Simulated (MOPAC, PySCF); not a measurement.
C3H6Si, SMILES `[Si]1(CC1)=C`, neutral singlet in the gas phase. 

Z-matrix (Å, degrees):
```
Si
C 1 1.7064
H 2 1.0894 1 121.28
H 2 1.0895 3 117.45 1 179.82
C 1 1.8311 2 154.06 3 -179.34
H 5 1.0935 1 120.76 2 73.82
H 5 1.0936 6 111.94 1 151.87
C 5 1.6019 6 115.32 7 134.49
H 8 1.0935 5 115.29 6 -132.89
H 8 1.0936 9 111.94 5 -134.50
```
Charge 0, multiplicity 1.

All levels are single points at this geometry (PBE-D3(BJ)/def2-TZVP); Pople sets use spherical d functions. Orbital energies aren't observables, and empty levels follow the basis.

B3LYP/6-311+G** in PySCF gives HOMO (eV) = -6.18.

Task: Estimate the HOMO (eV) from each of these levels: PBE-D3(BJ)/def2-TZVP in PySCF; B3LYP/LANL2DZ in PySCF; SVWN5/6-31G* in PySCF; HF/3-21G in PySCF; HF/6-31G* in PySCF; AM1 in MOPAC; PM6 in MOPAC; PM7 in MOPAC.

Result: 
| level | HOMO (eV) |
|---|---|
| PBE-D3(BJ)/def2-TZVP in PySCF | -5.35 |
| B3LYP/LANL2DZ in PySCF | -6.18 |
| SVWN5/6-31G* in PySCF | -5.20 |
| HF/3-21G in PySCF | -8.39 |
| HF/6-31G* in PySCF | -8.32 |
| AM1 in MOPAC | -8.94 |
| PM6 in MOPAC | -8.25 |
| PM7 in MOPAC | -9.37 |
